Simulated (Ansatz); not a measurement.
Input file for Ansatz (a first-principles code): R-PBE/def2-TZVPP on C5H6S (SMILES Cc1ccsc1).

Ansatz 0.2 input:
```yaml
crystal:
  periodic: [false, false, false]
  atoms:
    - {symbol: C, position_ang: [-1.73482545, -0.05934226, 0.06889737]}
    - {symbol: C, position_ang: [-0.24934424, 0.13070187, 0.00467177]}
    - {symbol: C, position_ang: [0.69175939, -0.94399486, 0.00820544]}
    - {symbol: C, position_ang: [1.98724518, -0.52482037, -0.05723466]}
    - {symbol: S, position_ang: [2.09143725, 1.18898100, -0.12429202]}
    - {symbol: C, position_ang: [0.37910896, 1.34267537, -0.06389733]}
    - {symbol: H, position_ang: [-2.25649039, 0.89727888, 0.05286998]}
    - {symbol: H, position_ang: [-2.02562821, -0.58617701, 0.98103394]}
    - {symbol: H, position_ang: [-2.09309273, -0.65241997, -0.77609032]}
    - {symbol: H, position_ang: [0.40645413, -1.98590013, 0.05754454]}
    - {symbol: H, position_ang: [2.88146869, -1.12580487, -0.06961437]}
    - {symbol: H, position_ang: [-0.07809257, 2.31882236, -0.08209435]}
basis:
  gaussian:
    orbitals: def2-TZVPP
hamiltonian:
  xc: {name: PBE}
scf: {lower_state_search: off}
```

Output:

```
WARN ansatz: RAYON_NUM_THREADS=6 ignored (pool sized by the plan → 6); use --threads N
Functional definition: PBE
these checks for a lower state are left out or cut short: stability, starts, cluster_reference, orbital_swaps, neighbouring_geometries, increment
integrals: 0.25 GiB planned
1538 factors; their error is unknown
mean field: 1.76 GiB planned
mean field evaluation 1: about -16083.3359 eV, gradient 1.0e2 eV
mean field evaluation 2: about -15866.6471 eV, gradient 3.0e2 eV
mean field evaluation 4: about -16101.4625 eV, gradient 5.3e1 eV
mean field evaluation 8: about -16108.7777 eV, gradient 6.9e-1 eV
mean field evaluation 16: about -16108.7398 eV, gradient 3.9e-3 eV
mean field -16108.73982490 eV, -591.9852696692 hartree, gradient 3.3e-6 eV, S^2 0.000000; 0 other end points of the search recorded, 0 dependent functions left out
reference -16108.73986683 eV, -591.9852712099 hartree; 26, 26 occupied and 255, 255 virtual orbitals, 1538 factors
Total energy: -16108.73986683 eV, -591.9852712099 hartree
Checks for a lower state left out: stability, starts, cluster_reference, orbital_swaps, neighbouring_geometries, increment
```

The calculation finished and met its thresholds.

Cost: around 9 core-seconds (rough).
